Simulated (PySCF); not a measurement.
## C₆ coefficients of unlike pairs at UHF

Calculated with PySCF 2.14 from the dipole response of each species, C₆(A,B) = (3/π) ∫ α_A(iu) α_B(iu) du, in atomic units, from isotropic polarisabilities. For ions this is the dispersion term alone; charge-induced terms of lower order in 1/R come first.

```
species           configuration                                                                                              basis      relativity  α (bohr³)  C₆ (like pair)
      W  [Xe] 4f14 5d4 6s2 (5D)                                                          aug-cc-pwCVDZ-PP with ECP60MDF (6s6p5d3f)  core potential      101.2            1238
   Os³⁺      [Xe] 4f14 5d5 (6S)  aug-cc-pVTZ-PP with one added diffuse shell each of s, p, d, f, g type with ECP60MDF (7s7p6d4f3g)  core potential      6.570           35.27
    Ru⁺           [Kr] 4d7 (4F)                               def2-TZVPPD with the def2 core potential (28 electrons) (6s4p3d2f1g)  core potential      10.87           58.17
   Tb²⁺           [Xe] 4f9 (6H)                    x2c-TZVPPall with one added diffuse shell each of s, p, d, f type (12s8p8d5f2g)   spin-free X2C      7.965           42.79
```

**Question.** Estimate C₆ for Ru⁺ with Os³⁺.

**Answer.** The integral gives 44.82. The combination rule 2 C_A C_B / (C_A α_B/α_A + C_B α_A/α_B) gives 43.88 and the geometric mean 45.29.

No spin-orbit coupling is included.

The other pairs:

```tsv
pair	C₆
Tb²⁺, Ru⁺	49.39
Tb²⁺, Os³⁺	38.79
Os³⁺, W	159.8
Ru⁺, W	227.0
Tb²⁺, W	178.2
```
